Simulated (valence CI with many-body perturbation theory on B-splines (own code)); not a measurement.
**Energy levels of In³⁶⁺**

Computed by configuration interaction combined with many-body perturbation theory (CI+MBPT): three valence electrons over a frozen Dirac-Fock core [Ne], radial functions for each j: 9 s, 9 p, 8 d, 6 f, 3 g, 1 h, with the one-electron correlation potential Σ1, the two-electron term Σ2, the three-electron term Σ3, Breit, model QED; selected CI, second order for the rest, scaled by the run's own slope (own B-spline code, finite nucleus).

No measured spectrum was set against this ion. As an estimate, large intervals hold to a few tenths of a per cent, small ones and those within an open d or f shell to about a per cent.

Levels 1 to 33 of 33, with energies above the lowest level, (3s^2 3p1/2) J=1/2. "Leading %" is the weight of the configuration and term that name the level; weights of strongly mixed levels are sums over their largest components and can fall short. In the jj column 3d3/2^4 stands for four electrons in 3d with j = 3/2. Lifetimes count E1, E2, E3, M1 and M2 decay at the calculated energies, and are blank where another channel may lead or the interval is too uncertain; long ones can be off by a factor of two.

```tsv
No.	Configuration	Term	J	E (eV)	Leading %	Lifetime	g	Second component	Leading jj
1	3s2 3p	2P°	1/2	0.00	99		0.659		3s^2 3p1/2 (99 %)
2	3s2 3p	2P°	3/2	52.37	98	1.48 μs	1.329		3s^2 3p3/2 (98 %)
3	3s 3p2	4P	1/2	86.66	72	142 ps	2.384	21 % 3s 3p2 2S	3s 3p1/2^2 (91 %)
4	3s 3p2	4P	3/2	124.95	94	1.40 ns	1.683	4 % 3s 3p2 2D	3s 3p1/2 3p3/2 (98 %)
5	3s 3p2	4P	5/2	134.40	52	282 ps	1.401	45 % 3s 3p2 2D	3s 3p1/2 3p3/2 (93 %)
6	3s 3p2	2D	3/2	148.15	67	18.6 ps	0.907	17 % 3s 3p2 2P	3s 3p1/2 3p3/2 (82 %)
7	3s 3p2	2P	1/2	156.64	71	4.75 ps	1.155	18 % 3s 3p2 4P	3s 3p1/2 3p3/2 (88 %)
8	3s 3p2	4P	5/2	179.49	42	2.22 ns	1.363	32 % 3s 3p2 2D	3s 3p3/2^2 (73 %)
9	3s2 3d	2D	3/2	188.68	79	3.66 ps	0.877	15 % 3s 3p2 2P	3s^2 3d3/2 (79 %)
10	3s2 3d	2D	5/2	205.02	70	6.65 ps	1.221	22 % 3s 3p2 2D	3s^2 3d5/2 (70 %)
11	3s 3p2	2S	1/2	209.42	69	6.75 ps	1.782	20 % 3s 3p2 2P	3s 3p3/2^2 (94 %)
12	3s 3p2	2P	3/2	214.32	65	3.48 ps	1.180	24 % 3s 3p2 2D	3s 3p3/2^2 (89 %)
13	3p3	2P°	3/2	238.32	33	13.5 ps	1.245	27 % 3p3 2D°	3p1/2^2 3p3/2 (80 %)
14	3s 3p 3d	4F°	3/2	251.81	82	52.7 ps	0.520	11 % 3s 3p 3d 2D°	3s 3p1/2 3d3/2 (91 %)
15	3s 3p 3d	4F°	5/2	257.36	57	203 ps	1.066	19 % 3s 3p 3d 2D°	3s 3p1/2 3d3/2 (85 %)
16	3s 3p 3d	2D°	5/2	270.39	29	21.6 ps	1.268	24 % 3s 3p 3d 4P°	3s 3p1/2 3d5/2 (82 %)
17	3s 3p 3d	4D°	1/2	272.99	74	4.58 ps	0.320	18 % 3s 3p 3d 2P°	3s 3p1/2 3d3/2 (91 %)
18	3s 3p 3d	4D°	3/2	273.28	51	5.08 ps	1.337	27 % 3s 3p 3d 4P°	3s 3p1/2 3d3/2 (70 %)
19	3s 3p 3d	4F°	7/2	275.40	66	33.2 ps	1.258	20 % 3s 3p 3d 4D°	3s 3p1/2 3d5/2 (86 %)
20	3p3	4S°	3/2	276.54	45	7.04 ps	1.376	26 % 3s 3p 3d 2D°	3p1/2 3p3/2^2 (56 %)
21	3s 3p 3d	4P°	5/2	279.84	29	12.1 ps	1.282	24 % 3p3 2D°	3s 3p1/2 3d5/2 (69 %)
22	3s 3p 3d	2F°	5/2	296.38	60	8.31 ps	0.989	37 % 3p3 2D°	3p1/2 3p3/2^2 (37 %)
23	3p3	2P°	1/2	299.37	83	6.47 ps	0.661	15 % 3s 3p 3d 2P°	3p1/2 3p3/2^2 (83 %)
24	3p3	2D°	3/2	303.75	32	3.67 ps	1.070	25 % 3s 3p 3d 2D°	3p1/2 3p3/2^2 (38 %)
25	3s 3p 3d	4F°	9/2	312.90	100	2.02 μs	1.329		3s 3p3/2 3d5/2 (100 %)
26	3s 3p 3d	4D°	5/2	313.91	57	4.84 ps	1.303	14 % 3s 3p 3d 4F°	3s 3p3/2 3d3/2 (83 %)
27	3s 3p 3d	4P°	3/2	313.96	44	5.96 ps	1.406	39 % 3s 3p 3d 4D°	3s 3p3/2 3d3/2 (95 %)
28	3s 3p 3d	4P°	1/2	314.49	89	6.52 ps	2.369	11 % 3s 3p 3d 4D°	3s 3p3/2 3d3/2 (97 %)
29	3s 3p 3d	4D°	7/2	315.15	62	6.79 ps	1.342	28 % 3s 3p 3d 4F°	3s 3p3/2 3d3/2 (57 %)
30	3s 3p 3d	2D°	3/2	325.02	30	11.9 ps	1.246	26 % 3s 3p 3d 2P°	3s 3p3/2 3d5/2 (74 %)
31	3s 3p 3d	2D°	5/2	327.75	48	8.03 ps	1.319	34 % 3s 3p 3d 4P°	3s 3p3/2 3d5/2 (92 %)
32	3s 3p 3d	2D°	3/2	333.91	57	2.98 ps	1.046	18 % 3p3 2P°	3s 3p3/2 3d3/2 (64 %)
33	3s 3p 3d	2F°	7/2	337.21	94	8.07 ps	1.153	5 % 3s 3p 3d 4D°	3s 3p3/2 3d5/2 (71 %)
```

The ionisation energy to 3s2 1S_0 of the next ion comes out as 2396.6 eV (NIST: 2373 ± 11 eV (semi-empirical), further off than twice its uncertainty). All 33 levels together are meant to be complete up to 340.86 eV.
